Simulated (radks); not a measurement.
The numbers below are computed, except where a source is named.
Effect of the nuclear size on the cadmium ion Cd3+, [Kr] 4d9. Code: a radial shooting solver on a logarithmic mesh with Libxc functionals. Model: Dirac Kohn-Sham, LDA (Slater exchange, Perdew-Wang correlation), spin-unpolarised, spherical densities, finite nucleus; open shells fill j = l - 1/2 first; Fermi nuclear charge, rms radius 4.6087 fm. The rms radius is varied about that value; shifts are against it.

rms radius (fm) = 3.816: total energy shift (eV) -1.02; density at nucleus (e/bohr^3) 1.631e+05; 1s1/2 shift (meV) -429; 2s1/2 shift (meV) -48.4; 4s1/2 shift (meV) -1.81; 4p1/2 shift (meV) 0.069; 4d5/2 shift (meV) 0.040; 5s1/2 (empty) shift (meV) -0.266
rms radius (fm) = 4.2492: total energy shift (eV) -0.483; density at nucleus (e/bohr^3) 1.606e+05; 1s1/2 shift (meV) -203; 2s1/2 shift (meV) -22.9; 4s1/2 shift (meV) -0.855; 4p1/2 shift (meV) 0.033; 4d5/2 shift (meV) 0.019; 5s1/2 (empty) shift (meV) -0.126
rms radius (fm) = 4.6087: total energy shift (eV) 0; density at nucleus (e/bohr^3) 1.588e+05; 1s1/2 shift (meV) 0.000; 2s1/2 shift (meV) 0.000; 4s1/2 shift (meV) 0.000; 4p1/2 shift (meV) 0.000; 4d5/2 shift (meV) 0.000; 5s1/2 (empty) shift (meV) 0.000
rms radius (fm) = 4.793: total energy shift (eV) 0.261; density at nucleus (e/bohr^3) 1.579e+05; 1s1/2 shift (meV) 110; 2s1/2 shift (meV) 12.4; 4s1/2 shift (meV) 0.462; 4p1/2 shift (meV) -0.018; 4d5/2 shift (meV) -0.010; 5s1/2 (empty) shift (meV) 0.068
rms radius (fm) = 5.6457: total energy shift (eV) 1.58; density at nucleus (e/bohr^3) 1.543e+05; 1s1/2 shift (meV) 665; 2s1/2 shift (meV) 74.9; 4s1/2 shift (meV) 2.80; 4p1/2 shift (meV) -0.107; 4d5/2 shift (meV) -0.063; 5s1/2 (empty) shift (meV) 0.412

Slopes of the eigenvalues against <r^2> in GHz/fm^2, as finite differences over the two radii next to the reference (eigenvalue slopes, not the field-shift constants of lines): 1s1/2 15400, 2s1/2 1730, 4s1/2 64.7, 4p1/2 -2.48, 4d5/2 -1.45, 5s1/2 (empty) 9.53.
